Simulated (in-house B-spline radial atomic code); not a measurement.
**RPA and G0W0 on LDA exchange-only: Lu²⁺**

Configuration [Xe] 4f14 6s1, highest spin, mean-field start LDA exchange-only. Computed with a B-spline radial code for spherical atoms: all electrons, scalar-relativistic (spin-free one-electron X2C), finite nucleus, each spin shell either full or empty, empty states to l = 9 with an (l + 1/2)⁻⁴ tail; G0W0 by contour deformation at full frequency.

Without the two-electron picture change, the correlation of inner shells comes somewhat too large for so heavy an element.

RPA overbinds a lone outer s electron by self-correlation, and G0W0 tends to as well.

Command:
```bash
python run_gw.py task.json out
```
Settings (radii: box in bohr, nucleus in fm):
```
Z                        71
electrons                69
configuration            [Xe] 4f14 6s1
hamiltonian              x2c
method                   lda,
lmax                     9
rms_radius               5.37
spin_polarised           True
box_radius               17.55
intervals                68
ion_configuration        [Xe] 4f14
```

Cost of the run: 9.8 s on 1 thread of AMD EPYC 7R13 Processor (shared host).

Energies (hartree):

```csv
term,value
mean-field total,-14546.03821
Hartree-Fock functional on these orbitals,-14557.67369
direct second order,-7.9439
second-order exchange,1.9398
SOSEX correction,1.7464
```

(1) What is the RPA correlation energy, and what remains with SOSEX?

Quasi-particle levels (eV):

```csv
level,occupied,mean field,Σx - vxc,Σc,QP weight,G0W0
6s up,yes,-17.531,-2.65,?,?,?
5d up,no,-16.189,5.03,-1.69,0.805,-12.851
```

G0W0 = mean field + (Σx - vxc) + Σc, with Σc (partial-wave tail included) taken at the quasi-particle energy. Only the outer levels were computed. Levels of low weight are left out.

(2) Where does G0W0 put 6s up?

(3) What does it cost to remove one electron (to [Xe] 4f14) by differences of total energies, each species on its own start (correlation terms add to the Hartree-Fock functional)?

Results:

(1) RPA gives -6.4712 hartree (-2.55 eV per electron); RPA + SOSEX gives -4.7249, and the second-order doubles -6.0041 hartree (no singles). SOSEX takes back 27 % of the RPA value.

(2) At -21.637 eV, with Σc = -1.45 eV and a quasi-particle weight of 0.928. The tabulated removal energy is 20.959 ± 0.0012 eV (NIST, measured); the calculation leaves out spin-orbit coupling, Breit and QED terms, and what these don't explain is the method's own error.

(3) LDA exchange-only 20.705 eV, Hartree-Fock functional 19.843 eV, + RPA 21.566 eV, + RPA + SOSEX 20.831 eV, + second order 22.118 eV. Tabulated: 20.959 ± 0.0012 eV (NIST, measured); the calculation leaves out spin-orbit coupling, Breit and QED terms, and what these don't explain is the method's own error.
